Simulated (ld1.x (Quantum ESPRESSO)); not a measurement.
# Br (Z = 35): ultrasoft pseudisation with PBE, scalar-relativistic reference atom.

The input file (ld1.x (Quantum ESPRESSO) 7.5):

```
&input
   title='Br', zed=35., rel=1, dft='PBE', iswitch=3,
   config='[Ar] 3d10 4s2 4p5',
   nld=2, rlderiv=1.60, eminld=-3.0, emaxld=5.0, deld=0.02
 /
 &inputp
   pseudotype=3, tm=.true., lloc=-1, rcloc=1.25,
   nlcc=.true., new_core_ps=.true., rcore=1.25,
   which_augfun='PSQ', rmatch_augfun_nc=.true.,
   file_pseudopw='Br.UPF', file_wfcaegen='ae.wfc', file_wfcncgen='nc.wfc', file_beta='beta', file_chi='chi', file_wfcusgen='us.wfc'
 /
4
4S  1  0   2.00   0.00  1.05  1.45  0.0
4S  1  0   0.00  -0.75  1.05  1.45  0.0
4P  2  1   5.00   0.00  1.20  1.45  0.0
4P  2  1   0.00  -0.10  1.20  1.45  0.0
 &test
   configts(1)='4s2 4p5'
 /
```

Command:

```bash
ld1.x < Br.in > Br.out
```

Output (shortened: banner, matrices, multipoles, cross overlaps and the repeated all-electron block are left out):

```
Program LD1 v.7.5
     --------------------------- All-electron run ----------------------------

     Br
     scalar relativistic calculation

     atomic number is 35.00
     dft =PBE   lsd =0 sic =0 latt =0  beta=0.20 tr2=1.0E-14
     Exchange-correlation= PBE
                           (   1   4   3   4   0   0   0)
     mesh =1213 r(mesh) =  98.95369 a.u. xmin = -7.00 dx = 0.01250
     1 Ry =  13.60569312 eV, c = 137.03599908

     n l     nl                  e(Ry)          e(Ha)          e(eV)
     1 0     1S 1( 2.00)      -978.8645      -489.4322    -13318.1300
     2 0     2S 1( 2.00)      -127.3806       -63.6903     -1733.1013
     2 1     2P 1( 6.00)      -112.3470       -56.1735     -1528.5587
     3 0     3S 1( 2.00)       -17.4982        -8.7491      -238.0753
     3 1     3P 1( 6.00)       -12.7514        -6.3757      -173.4923
     3 2     3D 1(10.00)        -4.9037        -2.4519       -66.7184
     4 0     4S 1( 2.00)        -1.4798        -0.7399       -20.1342
     4 1     4P 1( 5.00)        -0.5777        -0.2888        -7.8596

     final scf error:  9.2E-15 reached in  38 iterations

     Etot =   -5212.829535 Ry,   -2606.414768 Ha,  -70924.158959 eV

     Ekin =    5325.613312 Ry,    2662.806656 Ha,   72458.660419 eV
     Encl =  -12569.667307 Ry,   -6284.833654 Ha, -171019.036043 eV
     Eh   =    2215.406330 Ry,    1107.703165 Ha,   30142.138670 eV
     Exc  =    -184.181870 Ry,     -92.090935 Ha,   -2505.922004 eV

     normalization and overlap integrals

     s(1S/1S) =  1.000000  <r> =   0.0427  <r2> =    0.0025  r(max) =   0.0279
     s(2S/2S) =  1.000000  <r> =   0.1895  <r2> =    0.0424  r(max) =   0.1584
     s(2P/2P) =  1.000000  <r> =   0.1654  <r2> =    0.0335  r(max) =   0.1280
     s(3S/3S) =  1.000000  <r> =   0.5514  <r2> =    0.3498  r(max) =   0.4817
     s(3P/3P) =  1.000000  <r> =   0.5641  <r2> =    0.3728  r(max) =   0.4817
     s(3D/3D) =  1.000000  <r> =   0.5904  <r2> =    0.4326  r(max) =   0.4305
     s(4S/4S) =  1.000000  <r> =   1.6749  <r2> =    3.2214  r(max) =   1.4115
     s(4P/4P) =  1.000000  <r> =   2.1055  <r2> =    5.2358  r(max) =   1.6606

     ------------------------ End of All-electron run ------------------------

     --------------------- Generating US pseudopotential ---------------------

      Generating local potential from pseudized AE potential:
      Matching radius rcloc =   1.2500

      Local pseudo, rcloc= 1.246 Estimated cut-off energy=    15.76 Ry

      Computing core charge for nlcc:

       r > 1.26 : true rho core
      Core charge pseudized with two Bessel functions
      Integrated core pseudo-charge :   7.06
      Wfc-us  4S rcutus= 1.447  Estimated cut-off energy=    21.37 Ry
      Wfc-us  4S rcutus= 1.447  Estimated cut-off energy=    22.46 Ry
      Wfc-us  4P rcutus= 1.447  Estimated cut-off energy=    34.67 Ry
      Wfc-us  4P rcutus= 1.447  Estimated cut-off energy=    35.29 Ry

     Q pseudized with Bessel functions
     Expected ecutrho=     185.1749 due to l1=  1   l2=  1

     ------------------- End of pseudopotential generation -------------------

     Computing logarithmic derivative in   1.60950
     Computing logarithmic derivative in   1.60950
     Computing the partial wave expansion
     R is outside the sphere for l=    0 j= 0.00
     R is outside the sphere for l=    0 j= 0.00
     R is outside the sphere for l=    1 j= 0.00
     R is outside the sphere for l=    1 j= 0.00

     ---------------------- Testing the pseudopotential ----------------------

     Br
     scalar relativistic calculation

     atomic number is 35.00   valence charge is  7.00
     dft =PBE   lsd =0 sic =0 latt =0  beta=0.20 tr2=1.0E-14
     mesh =1213 r(mesh) =  98.95369 xmin = -7.00 dx = 0.01250

     n l     nl             e AE (Ry)        e PS (Ry)    De AE-PS (Ry)
     1 0     4S   1( 2.00)       -1.47984       -1.47985        0.00001
     2 1     4P   1( 5.00)       -0.57767       -0.57767        0.00000

     eps = 1.3E-17  iter =  4

     Etot =   -5212.829535 Ry,   -2606.414768 Ha,  -70924.158959 eV
     Etotps =   -39.995269 Ry,     -19.997634 Ha,    -544.163354 eV

     Ekin =       8.513705 Ry,       4.256852 Ha,     115.834852 eV
     Encl =     -59.950259 Ry,     -29.975129 Ha,    -815.664826 eV
     Ehrt =      22.476456 Ry,      11.238228 Ha,     305.807765 eV
     Ecxc =     -19.135272 Ry,      -9.567636 Ha,    -260.348635 eV
     (Ecc =     -12.917534 Ry,      -6.458767 Ha,    -175.752002 eV)
     Epseu=       8.100101 Ry,       4.050051 Ha,     110.207489 eV

     ---------------------- End of pseudopotential test ----------------------
```

Generation and configuration tests took about 1.1 s on one core of a shared server CPU.

Transferability test of the new file with ld1.x, input:

```
&input
   title='Br', zed=35., rel=1, dft='PBE', iswitch=2,
   config='[Ar] 3d10 4s2 4p5'
 /
 &test
   file_pseudo='Br.UPF', nconf=8,
   configts(1)='4s2 4p5',
   configts(2)='4s2 4p4',
   configts(3)='4s2 4p3',
   configts(4)='4s2 4p2',
   configts(5)='4s1 4p5',
   configts(6)='4s2 4p1',
   configts(7)='4s2 4p4.5',
   configts(8)='4s2 4p5.3'
 /
```

```bash
ld1.x < Br.test.in > Br.test.out
```

Pseudopotential blocks of its output, shortened (energy terms left out):

```
     ---------------------- Testing the pseudopotential ----------------------

     n l     nl             e AE (Ry)        e PS (Ry)    De AE-PS (Ry)
     1 0     4S   1( 2.00)       -1.47984       -1.47985        0.00001
     2 1     4P   1( 5.00)       -0.57767       -0.57767        0.00000

     eps = 1.3E-17  iter =  4

     Etot =   -5212.829535 Ry,   -2606.414768 Ha,  -70924.158959 eV
     Etotps =   -39.995269 Ry,     -19.997634 Ha,    -544.163354 eV

     ---------------------- End of pseudopotential test ----------------------

          ---------------------- Testing the pseudopotential ----------------------

     n l     nl             e AE (Ry)        e PS (Ry)    De AE-PS (Ry)
     1 0     4S   1( 2.00)       -2.23398       -2.23492        0.00094
     2 1     4P   1( 4.00)       -1.28406       -1.28446        0.00040

     eps = 4.8E-16  iter =  9

     Etot =   -5211.906836 Ry,   -2605.953418 Ha,  -70911.604995 eV
     Etotps =   -39.072264 Ry,     -19.536132 Ha,    -531.605239 eV
     dEtot_ae =       0.922699 Ry
     dEtot_ps =       0.923004 Ry,   Delta E=      -0.000305 Ry

     ---------------------- End of pseudopotential test ----------------------

          ---------------------- Testing the pseudopotential ----------------------

     n l     nl             e AE (Ry)        e PS (Ry)    De AE-PS (Ry)
     1 0     4S   1( 2.00)       -3.07502       -3.07849        0.00347
     2 1     4P   1( 3.00)       -2.07453       -2.07642        0.00189

     eps = 4.1E-15  iter =  9

     Etot =   -5210.233974 Ry,   -2605.116987 Ha,  -70888.844544 eV
     Etotps =   -37.398102 Ry,     -18.699051 Ha,    -508.827094 eV
     dEtot_ae =       2.595562 Ry
     dEtot_ps =       2.597167 Ry,   Delta E=      -0.001606 Ry

     ---------------------- End of pseudopotential test ----------------------
```

The test run then stopped with an error in chargeps: “negative rho”.
